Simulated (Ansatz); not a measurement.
`[O]=[Ta]([OH])([OH])[F]` + HCl → `[O]=[Ta]([OH])([F])[Cl]` + H₂O  (ligand exchange at a Ta–O bond)

Computed with Ansatz on PBE0-D4/def2-TZVP structures; ΔE is electronic, products minus reactants. CCSD(T)/CBS is the MP2 limit (def2-TZVPP, def2-QZVPP) plus CCSD(T) − MP2 in def2-TZVPP, frozen cores. This one scheme is used for every species. Elements past krypton have def2 core potentials. For Ta outer-core shells are correlated without core-valence functions, which leaves a few kJ/mol of doubt a bond. Each species was taken in one conformer, which may not be the lowest.

| species | CCSD(T)/CBS(def2) energy (Eh) |
| --- | --- |
| `[O]=[Ta]([OH])([OH])[F]` | -383.65757 |
| HCl | -460.38127 |
| `[O]=[Ta]([OH])([F])[Cl]` | -767.66252 |
| H₂O | -76.37941 |

Q: Work out ΔE.

A: ΔE = (-767.66252) + (-76.37941) − (-383.65757) − (-460.38127) = -0.00309 Eh = -1.9 kcal/mol.

Largest T1 diagnostic among the species: 0.020.

At CCSD(T), def2-SVP lies +3.9 kcal/mol from the extrapolated value and def2-TZVPP +1.0 kcal/mol. Leaving LDA and LC-ωPBE aside and taking each functional with its dispersion term where it has one, the values, not all of them listed here, spread over 3.0 kcal/mol, from PBE-QIDH to CAM-B3LYP-D4. LDA lies +1.2 kcal/mol from PBE without D4.
